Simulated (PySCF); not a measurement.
# Radial density of B (boron, neutral)

UHF, [He] 2s1 2p2, high-spin 4P determinant (an excited configuration). All numbers are calculated (PySCF 2.14, scalar relativity by spin-free X2C-1e, in dyall-av3z).

```csv
r (bohr),4πr²ρ (e/bohr),4πr²(ρα − ρβ)
0.00429,0.01603,0.0004
0.00721,0.04374,0.0010
0.0121,0.1171,0.0026
0.0204,0.3038,0.0068
0.0343,0.7458,0.0168
0.0577,1.671,0.0373
0.0971,3.208,0.0700
0.163,4.777,0.0986
0.275,4.706,0.0940
0.462,2.470,0.1518
0.777,1.014,0.6285
1.31,1.376,1.3658
2.20,1.095,1.0952
3.70,0.2452,0.2452
6.22,0.009128,0.0091
10.5,1.897e-05,0.0000
```

Densities and radii are taken from the X2C orbitals without a picture-change correction, which distorts them close to the nucleus.
